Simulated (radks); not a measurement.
The numbers below are computed, except where a source is named.
Effect of the nuclear size on the europium ion Eu3+, [Xe] 4f6. Level of theory: Dirac Kohn-Sham, relativistic LDA (MacDonald-Vosko exchange, VWN5 correlation), spin-unpolarised, spherical densities, finite nucleus; open shells fill j = l - 1/2 first; Fermi nuclear charge, rms radius 5.1115 fm (a radial shooting solver on a logarithmic mesh with Libxc functionals). The rms radius is varied about that value; shifts are against it.

| rms radius (fm) | total energy shift (eV) | density at nucleus (e/bohr^3) | 1s1/2 shift (meV) | 2s1/2 shift (meV) | 4p1/2 shift (meV) | 5s1/2 shift (meV) | 5p1/2 shift (meV) | 4f5/2 shift (meV) | 6s1/2 (empty) shift (meV) |
|---|---|---|---|---|---|---|---|---|---|
| 4.3448 | -5.17 | 5.95e+05 | -2120 | -271 | 0.394 | -2.29 | 0.119 | 0.358 | -0.450 |
| 4.953 | -1.12 | 5.761e+05 | -460 | -58.8 | 0.085 | -0.496 | 0.026 | 0.078 | -0.098 |
| 5.1115 | 0 | 5.717e+05 | 0.000 | 0.000 | 0.000 | 0.000 | 0.000 | 0.000 | 0.000 |
| 5.5051 | 2.90 | 5.613e+05 | 1190 | 152 | -0.221 | 1.28 | -0.067 | -0.200 | 0.252 |
| 5.7658 | 4.90 | 5.55e+05 | 2010 | 257 | -0.373 | 2.17 | -0.113 | -0.339 | 0.427 |

Slopes of the eigenvalues against <r^2> in GHz/fm^2, as finite differences over the two radii next to the reference (eigenvalue slopes, not the field-shift constants of lines): 1s1/2 69000, 2s1/2 8820, 4p1/2 -12.8, 5s1/2 74.5, 5p1/2 -3.88, 4f5/2 -11.6, 6s1/2 (empty) 14.6.
